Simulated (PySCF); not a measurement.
Species: CH12N2Si3.
SMILES: `N(C)[SiH2]N([SiH3])[SiH3]`

The closed-shell SCF was solved with PySCF and density fitting under several settings on one GFN2-xTB geometry (grid level 2 and gas phase unless stated).

| settings | basis functions | SCF cycles | E (Eh) | HOMO (eV) | LUMO (eV) | dipole (D) |
| --- | --- | --- | --- | --- | --- | --- |
| PBE0/pcSseg-1 | 183 | 13 | -1022.7699 | -6.76 | 0.14 | 1.31 |
| PBE0/def2-SVPD | 228 | 14 | -1022.4482 | -6.83 | -0.02 | 1.27 |
| PBE0/pcseg-1, damping 0.1 at the start, DIIS from the seventh cycle | 156 | 16 | -1022.7475 | -6.76 | 0.08 | 1.23 |
| X3LYP/6-311+G(2d,p), fitting basis def2-universal-jkfit | 258 | 10 | -1023.3208 | -6.65 | -0.31 | 1.25 |

**Question.** Estimate the row for these settings: BP86/pcSseg-1, IEF-PCM chloroform, start guess huckel, fitting basis def2-universal-jkfit.

**Answer.** 
```tsv
settings	basis functions	SCF cycles	E (Eh)	HOMO (eV)	LUMO (eV)	dipole (D)
BP86/pcSseg-1, IEF-PCM chloroform, start guess huckel, fitting basis def2-universal-jkfit	183	12	-1023.4100	-5.38	-0.72	1.58
```

**Question.** Over all rows, what range does the HOMO–LUMO gap span?

**Answer.** From 4.66 eV (BP86/pcSseg-1, IEF-PCM chloroform, start guess huckel, fitting basis def2-universal-jkfit) to 6.90 eV (PBE0/pcSseg-1). The functional of the narrowest has no exact exchange, that of the widest 25 % exact exchange.

**Question.** And the dipole moment?

**Answer.** From 1.23 D (PBE0/pcseg-1, damping 0.1 at the start, DIIS from the seventh cycle) to 1.58 D (BP86/pcSseg-1, IEF-PCM chloroform, start guess huckel, fitting basis def2-universal-jkfit); the largest is 1.28 times the smallest, and the median is 1.27 D.

**Question.** Compare two rows with the functional PBE0: PBE0/pcseg-1, damping 0.1 at the start, DIIS from the seventh cycle and PBE0/pcSseg-1. Which energy is lower, and by how much?

**Answer.** PBE0/pcSseg-1 (183 functions) lies 0.0224 Eh or 14 kcal/mol below PBE0/pcseg-1, damping 0.1 at the start, DIIS from the seventh cycle (156 functions).

Whole jobs, the steps after the SCF included, on one thread of an Arm Neoverse N1, no GPU, shared host:

```
                                                                                 settings                                                            work after the SCF  wall time  peak memory
                                                                            PBE0/pcSseg-1                                       shieldings, charges and field gradients       43 s     0.83 GiB
                                                                           PBE0/def2-SVPD             6 singlets by full TDDFT, 2 Tamm–Dancoff triplets, polarisability       63 s     0.90 GiB
                      PBE0/pcseg-1, damping 0.1 at the start, DIIS from the seventh cycle  spin–spin couplings from 18 perturbed nuclei, spin–dipole term for 5 of them       90 s     0.83 GiB
                                  X3LYP/6-311+G(2d,p), fitting basis def2-universal-jkfit  spin–spin couplings from 18 perturbed nuclei, spin–dipole term for 5 of them    2.7 min      1.0 GiB
BP86/pcSseg-1, IEF-PCM chloroform, start guess huckel, fitting basis def2-universal-jkfit                                       shieldings, charges and field gradients       42 s     0.83 GiB
```

Cycle counts include a coarse-grid stage where the run had one. All basis functions are spherical, in the Pople sets too. The species at its GFN2-xTB geometry (one conformer only).

Shape of the structure used: `[CH3:1][NH:2][SiH2:3][N:4]([SiH3:5])[SiH3:6]`: C1–N2–Si3–N4 177°, N2–Si3–N4–Si5 -63°.
